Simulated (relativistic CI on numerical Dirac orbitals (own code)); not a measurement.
**Hyperfine structure of Re XXXIV, mass number 185**

Calculated at this level of theory: Dirac-Coulomb-Breit CI, orbitals from a KLI potential per configuration, model QED, unscaled Slater integrals (own radial code, finite nucleus).

Configurations in the expansion (outside the closed core [Ar] 3d10): 4s2 4p6 4d6, 4s2 4p5 4d7, 4s2 4p6 4d5 4f, 4s2 4p4 4d8, 4s 4p6 4d7, 4p6 4d8, 4s 4p6 4d6 4f, 4s2 4p6 4d5 5s, 4s 4p5 4d8, 4s2 4p6 4d5 5d, 4s2 4p4 4d7 5s, 4s2 4p6 4d4 5s2, 4s2 4p6 4d5 6s, 4s 4p6 4d6 5s, 4p6 4d7 5s, 4s 4p6 4d5 5s2. Levels of other configurations are missing.

Nuclear spin I = 5/2, μ = 3.176 μN, Q = 2.07 b (tables of Stone and Pyykkö). The electronic factors are computed for point nuclear moments, without core polarisation or the Bohr-Weisskopf and QED corrections.

| Level | E (eV) | A (MHz) | B (MHz) |
| --- | --- | --- | --- |
| 4s2 4p6 4d6 5D_3 | 15.4622 | 8149 | 2930 |
| 4s2 4p6 4d6 5D_1 | 17.1098 | 12380 | -14100 |
| 4s2 4p6 4d6 3G_5 | 20.4138 | 16640 | 18300 |
| 4s2 4p6 4d6 3H_6 | 20.8082 | 18420 | -35700 |
| 4s2 4p6 4d6 3P_1 | 27.8431 | 11520 | 28600 |

Levels with J = 0, under 50 % of one LS term, or S terms without an open s electron are left out. Small factors come from cancelling terms and can be off by tens of per cent or more.

At this charge energies of transitions that change n are usually good to better than 1 %, and those within a shell (Δn = 0) to a few per cent. Terms inside the open d or f shell come out 10 to 20 % too wide with unscaled integrals.

**Question.** Give the hyperfine levels of 4s2 4p6 4d6 5D_3 relative to its centre of gravity.

**Answer.** With K = F(F + 1) − I(I + 1) − J(J + 1), E = AK/2 + B[¾K(K + 1) − I(I + 1)J(J + 1)]/[2I(2I − 1)J(2J − 1)]: F = 1/2: -79740, F = 3/2: -68300, F = 5/2: -48950, F = 7/2: -21250, F = 9/2: 15420, F = 11/2: 61850 MHz.

LS names give the leading component of a level, which can be under half, so a name can repeat, a term be missing and a line seem to break the LS rules.
